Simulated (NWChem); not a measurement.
HfH₃I; SMILES [I][HfH3]

```xyz
5

Hf     0.0000     0.0000    -1.0038
I      0.0000     0.0000     1.6959
H     -1.0095     1.3894    -1.6531
H      1.7080     0.1795    -1.6531
H     -0.6985    -1.5689    -1.6531
```
Atoms are numbered in this order, from 1.

Coordinates come from a PBE0/def2-SVP optimisation. B3LYP is NWChem's, with the RPA form of VWN correlation. def2 effective core potentials on I, Hf; no spin-orbit coupling.

Task: List the 6 lowest vertical singlet excitations and the 6 lowest triplet ones from B3LYP/def2-SVP with def2 effective core potentials on I, Hf, TDA (NWChem).

Result: 
| state | energy (eV) | oscillator strength | leading excitation (squared amplitude) |
|---|---|---|---|
| S1 | 4.23 | 0.000 | HOMO−1 → LUMO (0.18) |
| S2 | 4.33 | 0.002 | HOMO−3 → LUMO+1 (0.21) |
| S3 | 4.33 | 0.002 | HOMO−2 → LUMO+1 (0.21) |
| S4 | 4.47 | 0.000 | HOMO−1 → LUMO (0.20) |
| S5 | 4.54 | 0.002 | HOMO−2 → LUMO (0.19) |
| S6 | 4.54 | 0.002 | HOMO−2 → LUMO+1 (0.19) |
| T1 | 3.94 | spin-forbidden | HOMO−2 → LUMO+1 (0.20) |
| T2 | 3.97 | spin-forbidden | HOMO−3 → LUMO+1 (0.28) |
| T3 | 3.97 | spin-forbidden | HOMO−2 → LUMO+1 (0.28) |
| T4 | 4.02 | spin-forbidden | HOMO−1 → LUMO+1 (0.18) |
| T5 | 4.28 | spin-forbidden | HOMO−1 → LUMO+1 (0.18) |
| T6 | 4.34 | spin-forbidden | HOMO → LUMO+1 (0.34) |
